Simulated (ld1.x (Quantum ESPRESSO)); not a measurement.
## Transferability test, ultrasoft potential for Li (Z = 3)

- Element: Li (Z = 3)
- Generator: ld1.x (Quantum ESPRESSO) 7.5
- Type: ultrasoft
- Functional: PBE
- Relativity: scalar-relativistic
- Frozen core: none
- Valence charge: 3
- Reference configuration: 1s2 2s1 2p0
- Partial waves: 1s (bound): rcut 1.10, rcutus 1.35 bohr; 2s (bound): rcut 1.10, rcutus 1.35 bohr; 2p (bound, empty): rcut 3.60, rcutus 4.35 bohr; 2p channel at 3.45 Ry: rcut 3.60, rcutus 4.35 bohr
- Local potential: all-electron potential smoothed inside 1.05 bohr (lloc = -1)
- Core correction: none
- Augmentation charge: built from norm-conserving waves at rcut, not smoothed further

Energies are relative to the spin-unpolarised reference configuration 1s2 2s1 2p0; without spin polarisation the order of configurations can differ from experiment. Not all tests gave a result: 1 of 4 tests not solved or not reliable. Left out of the table: 1s1 2s1 2p0 (solver errors, printed error -2.7 eV).

```csv
valence configuration,charge,ΔE all-electron (eV),error AE − PS (meV)
1s2 2s0 2p0,+1,5.297,+653
1s2 2s0.5 2p0,+0.5,2.049,+218
1s2 2s0 2p1,0,1.787,+646
```

A Bessel basis up to 400 Ry misses an occupied level by 2.31 Ry, so cutoffs and ghosts were not judged. The potential misses its own reference levels by up to 1.6 eV, so it is not fit for use.
